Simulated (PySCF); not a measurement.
Dipole response of Co⁺ (cobalt, charge +1)

[Ar] 3d7 4s1, high-spin 5F determinant (an excited configuration). Computed with PySCF 2.14 in aug-cc-pVTZ (8s7p5d3f2g, 93 functions), with no relativity, point nucleus. Coupled (time-dependent) response in atomic units; α is the mean over directions.

| method | mean α (bohr³) | C₆ (like pair) | S(−4) |
| --- | --- | --- | --- |
| UHF | 33.00 | 164.5 | 1050 |
| PBE | 23.07 | 109.4 | 434.8 |
| PBE0 | 24.93 | 118.8 | 533.5 |

S(−4) is the Cauchy moment in α(ω) = α(0) + S(−4) ω² + …

α(iu) at PBE:

| u (hartree) | α(iu) (bohr³) |
| --- | --- |
| 0 | 23.07 |
| 0.0500 | 22.04 |
| 0.100 | 19.52 |
| 0.200 | 13.84 |
| 0.300 | 9.845 |
| 0.500 | 5.837 |
| 0.750 | 3.785 |
| 1.00 | 2.788 |
| 1.50 | 1.793 |
| 2.00 | 1.285 |
| 3.00 | 0.7725 |
| 5.00 | 0.3782 |

For an ion, C₆ is the dispersion term alone; charge-induced terms of lower order in 1/R come first.
